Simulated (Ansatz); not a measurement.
Z-matrix (Å, degrees):
```
W
Cl 1 2.308
O 1 1.846 2 86.4
C 1 3.045 2 80.8 3 16.7
Cl 1 2.300 2 86.2 3 159.3
O 1 1.675 2 109.6 3 -100.3
Cl 1 2.307 2 140.9 3 79.9
H 4 1.095 1 96.8 2 127.6
H 4 1.090 1 132.1 2 -107.6
H 4 1.095 1 96.8 2 17.1
```

The species carries charge 0 and has multiplicity 1. W: def2 effective core potential.

(1) List the B3LYP/def2-TZVPP orbital energies in eV (Ansatz). (Estimate.)

Answers

(1) Ansatz gave: Occupied: -2762.80, -2762.80, -2762.59, -522.46, -522.34, -279.23, -257.55, -257.55, -257.35, -196.55, -196.55, -196.46, -196.45, -196.44, -196.43, -196.34, -196.26, -196.25, -84.75, -48.18, -47.85, -47.69, -28.95, -26.38, -22.78, -22.37, -22.27, -19.74, -14.78, -13.94, -13.90, -12.25, -12.22, -12.09, -11.85, -11.23, -10.94, -10.49, -9.82, -9.62, -9.37, -9.23, -9.11, -8.88, -8.42. Lowest empty: -4.05, -2.50, -2.45, -1.77, -0.65, 0.29, 1.22, 2.13.

B3LYP here is the variant with VWN-RPA as its local correlation; programs differ in this.
